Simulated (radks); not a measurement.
Results of a calculation; reference values are marked as such.
Problem. The mean radii <r> (bohr) of the occupied orbitals of an atom or ion are listed with their occupations. Code: a radial shooting solver on a logarithmic mesh with Libxc functionals. Model: Dirac Kohn-Sham, exchange-only PBE, spin-unpolarised, spherical densities, finite nucleus; Fermi nuclear charge, rms radius of each element as measured or else 0.836 A^(1/3) + 0.57 fm.

orbital  occ.      <r>
1s1/2       2  0.02001
2s1/2       2  0.08338
2p1/2       2  0.06927
2p3/2       4  0.07641
3s1/2       2   0.2033
3p1/2       2   0.1915
3p3/2       2   0.2023

Name the element and its charge. Open shells, if any, fill j = l - 1/2 first.

Solution. Z = 69, thulium, charge +53: Tm53+ in [Ne] 3s2 3p4. The 1s radius gives Z: for a bare nucleus <r> = (2 gamma + 1)/(2Z) with gamma = sqrt(1 - (Z/c)^2), 0.01977 bohr for Z = 69, and screening makes it slightly larger (0.02001 here). The occupations add up to 16, and the charge is Z minus that.
